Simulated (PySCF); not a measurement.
C₈H₉N.
Z-matrix (Å and degrees, PBE0-D3(BJ)/def2-SVP geometry), rows numbered from 1:
```
C 
C   1  1.3420
C   2  1.5015  1  121.03
C   2  1.4831  1  121.39  3  -178.87
C   4  1.4015  2  121.55  1   156.92
C   5  1.3942  4  119.58  2  -179.32
N   6  1.3288  5  123.88  4    -0.65
C   7  1.3321  6  116.88  5    -0.14
C   8  1.3907  7  123.90  6     0.27
H   1  1.0928  2  120.73  3    -1.61
H   1  1.0921  2  122.25  3   177.04
H   3  1.1016  2  111.36  1   128.41
H   3  1.1023  2  111.28  1  -112.39
H   3  1.0980  2  111.00  1     7.33
H   5  1.0910  4  121.12  2    -0.06
H   6  1.0965  5  119.66  4   179.45
H   8  1.0963  7  116.38  6  -179.21
H   9  1.0914  4  120.76  2    -2.01
```

The closed-shell ground state was solved at several levels (PySCF, density fitting, gas phase, non-relativistic).

```
            level  basis functions  total energy (Eh)  HOMO (eV)  LUMO (eV)  gap (eV)  dipole (D)
    PBE0/pcSseg-1              198          -364.5149      -7.17      -1.42      5.75        2.69
wB97X-D/def2-SVPD              252          -364.6200      -8.94       0.26      9.20        2.69
```

(1) What might wB97X-D/pcSseg-1 (198 basis functions) give for the same quantities?

(2) How far do the dipole and the HOMO energy spread over the levels?

Answers

(1) Total energy -364.8208 Eh, HOMO -8.93 eV, LUMO 0.28 eV, gap 9.21 eV, dipole 2.70 D.

(2) The dipole runs from 2.69 to 2.70 D (mean 2.70 D) and the HOMO from -8.94 to -7.17 eV.

One conformer stands for the species.

The pairwise dispersion term of wB97X-D wasn't added to the energies; at a given geometry it leaves orbitals and properties as they are.
